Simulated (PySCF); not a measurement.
## Assigning NMR signals

Bonds (- single, = double, # triple, : aromatic): C1=C2, C2-C3, C3-F4, C3-C5, C5-C6, C6-C7, C6-C8, C5-C2. C1 carries H9, H10; C3 carries H11; C5 carries H12; C6 carries H13; C7 carries H14, H15, H16; C8 carries H17, H18, H19. Stereochemistry as in C=C1[C@@H](F)[C@@H]1C(C)C. H9 is cis to C3; H10 is trans to C3.

PySCF 2.14.0 with density-fitted response routines calculation with shieldings: GIAO PBE0/pcSseg-1 and geometry: GFN2-xTB; one conformer, no relativistic terms, equivalent nuclei averaged, gas phase.

References, each an isolated molecule treated in the same way: TMS for ¹³C (186.93 ppm), ¹H (31.72 ppm).

Problem. Assign these signals to the numbered atoms. ¹³C{¹H} NMR (computed): δ 146.0, 115.9, 75.0, 35.9, 35.7, 24.0, 24.0.

Solution. 
```tsv
δ (ppm)	atoms	environment	reason
146.0	C2	fully substituted alkene carbon	the olefinic region
115.9	C1	terminal =CH2 carbon	an sp2 carbon of a C=C bond
75.0	C3	three-membered-ring carbon	pulled downfield by the heteroatom
35.9	C5	three-membered-ring carbon	–
35.7	C6	sp3 CH	saturated and bonded to C and H only
24.0	C7	methyl carbon	a saturated carbon with 1 carbon neighbour and no heteroatom attached
24.0	C8	methyl carbon	–
```

C5 and C6; C7 and C8 lie closer than the usual error of such a calculation, so a measured spectrum could show them in the other order.

Problem. Assign these signals to the numbered atoms. ¹H NMR (300 MHz, computed): δ 6.24 (m, 1H), 6.06 (m, 1H), 4.59 (m, 1H), 1.46 (m, 1H), 1.24 (d, 3H), 1.09 (d, 3H), 0.72 (m, 1H).

Solution. 
6.24 → H9, hydrogen on a terminal =CH2 carbon: attached to an sp2 carbon and in the plane of the double bond
6.06 → H10, hydrogen on a terminal =CH2 carbon
4.59 → H11, hydrogen on a three-membered-ring carbon: its carbon carries F, hence the downfield position
1.46 → H12, hydrogen on a three-membered-ring carbon
1.24 → H17/H18/H19, hydrogen on a methyl carbon: far from electronegative atoms and π systems
1.09 → H14/H15/H16, hydrogen on a methyl carbon
0.72 → H13, hydrogen on an sp3 CH

Splittings by ¹⁹F in the carbon and heteronuclear signals aren't shown, as no couplings were computed. Shifts are as computed. Against solution values, carbons near 30 ppm lie about +3 ppm off and those near 130 ppm about +5 ppm. Of 1211 compounds with measured shifts, 218 miss one by over three times the rms of a fit or turn the order of signals round; such compounds aren't used in these exercises. Multiplicities follow the n + 1 count of equivalent neighbours, as no J values were calculated; m marks all less simple cases, F and P coupling included.
